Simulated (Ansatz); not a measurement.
A made-up structure of SiH₃S₂O (charge +1), singlet:

```
atom    x (Å)    y (Å)    z (Å)
 Si1  -1.9116   0.3605  -0.4299
  S2  -0.1791   0.3068   1.0456
  O3   1.1467  -0.2483  -0.0762
  S4   2.5766  -0.6562   0.1849
  H5  -3.3551   0.8392   0.1829
  H6  -1.6513  -0.0629  -1.9971
  H7   3.3738  -0.5389   1.0897
```

It is relaxed with PBE-D4/def2-SVP and then PBE0-D4/def2-TZVP (Ansatz 0.2.0). Atoms count as bonded within 1.22 times the sum of their covalent radii (H–H: 0.88 Å). The end point is not checked to be a true minimum.

Question: Does its bonding change? (Judge from chemistry; the calculation decides.)

Answer: Computed: No: no bond forms or breaks.

Where it ends: The first stage lowers the energy by 3.18 eV in 24 steps. It ends as SiH₃S₂O ([SiH2][S][O][SH]), total charge +1:
Si1  (-1.711, 0.303, -0.382)
S2  (-0.138, 0.368, 0.911)
O3  (1.109, 0.132, -0.149)
S4  (2.174, -1.109, 0.291)
H5  (-3.034, 0.591, 0.197)
H6  (-1.451, 0.030, -1.805)
H7  (3.052, -0.314, 0.937)
(Å)

Labels in which every atom is bracketed show which atoms are joined, not bond orders.

For scale, one of the runs: PBE0-D4/def2-TZVP relaxation, 160 basis functions, launched by `ansatz run in.yaml --threads 2 --pin off --events-out ev --progress --plain --max-ram 4352MiB`. Hardware: 2 CPU threads of an Arm Neoverse V2, shared host. Wall time about 60 s.
